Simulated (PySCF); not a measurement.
HOSn, SMILES [Sn]=[OH+] (connectivity only; charge and spin as stated), charge +1, multiplicity 1.

Coordinates come from a r2SCAN-D4/def2-TZVP optimisation. The isomer is the one that the SMILES or the coordinates give; other isomers of the formula were not compared. The def2 effective core potentials stand for the cores of Sn; spin–orbit coupling is left out.

The numbers are results of B3LYP/def2-TZVPD in PySCF, not measurements.

```
Property                                                          Result
------------------------------------------------  ----------------------
total energy                                          -289.99380 hartree
point group                                                          C∞v
highest occupied level                                         -15.16 eV
lowest empty level                                              -8.71 eV
orbital gap                                                      6.45 eV
dipole moment about the centre of nuclear charge                  0.45 D
mean static polarisability                          30.8 bohr³ (4.56 Å³)
polarisability, principal values                  26.2, 26.2, 40.0 bohr³
```
